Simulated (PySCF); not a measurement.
Cost of one run: geometry optimisation, `Nc1ccccc1I`.

Method: PBE0-D3(BJ)/def2-SVP geometry optimisation, gas phase, def2 core potentials past Kr (PySCF 2.14.0). Work: geometry optimisation from a GFN2-xTB start shaken at random, density fitting. The input is one job of a driver script: a line of settings, then coordinates in Å.

Input:
```
{"job": {"xc": "PBE0", "basis": "def2-SVP", "d3": "d3bj", "grid": 1, "maxiter": 30, "shake": 0.01, "kind": "geom"}, "charge": 0, "multiplicity": 1}
N      2.228870    -0.515080     0.025120
C      0.862560    -0.222940    -0.007070
C     -0.083060    -1.264430     0.043350
C     -1.385190    -1.011960     0.088620
C     -1.895920     0.280520     0.063360
C     -0.997680     1.342250     0.016210
C      0.371570     1.081450    -0.020230
I      1.713250     2.744130    -0.115790
H      2.839530     0.247530    -0.241310
H      2.493040    -1.431020    -0.183020
H      0.298080    -2.280230     0.076640
H     -2.104070    -1.841360     0.142210
H     -2.980890     0.497240     0.093370
H     -1.367240     2.358800     0.010790
```

Hardware: one thread of an Intel Xeon Platinum 8488C (shared host). PySCF's memory limit was set to 1040 MB.

The basis has 154 functions.

**Question.** What wall time should be expected on this hardware?

**Answer.** About 2.1 min. The run took 11 energy-and-gradient evaluations and 85 SCF cycles, 11 s an evaluation on average.

**Question.** How much memory does it need at the peak?

**Answer.** About 0.64 GiB. Peak memory is the resident size of the whole Python process, interpreter and libraries included.

Times come from a shared host and carry two figures at best.

The run converged: final energy -584.19087 Eh after 10 steps; dipole 1.91 D.
